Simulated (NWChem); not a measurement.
## Correlation energy of iodine monochloride (ClI)

```
Cl
I 1 2.3873
```
Charge 0, spin multiplicity 1.

Program: NWChem. All single points use one geometry, from B3LYP/def2-SVP with def2 effective core potentials on I, a minimum by its harmonic frequencies.

Basis set: def2-TZVP. Each correlation energy counts from its own Hartree-Fock reference.

Effective core potentials replace the inner electrons of I; spin-orbit coupling is left out. The correlated methods keep 9 core orbitals frozen. No row is a measurement; the coupled-cluster row has its own basis-set and correlation limits.

```csv
method,correlation energy (mHa)
CR-CCSD(T),-683.9
CCSD(T),___
CCSD+T(CCSD),-689.1
CCSD,___
SCS-MP2,-617.7
CR-CCSD[T],___
MP2,___
```

Problem. Some entries are withheld; supply them.

Solution. 
- CCSD(T), correlation energy (mHa): -688.7
- CCSD, correlation energy (mHa): -669.4
- CR-CCSD[T], correlation energy (mHa): -684.3
- MP2, correlation energy (mHa): -678.7
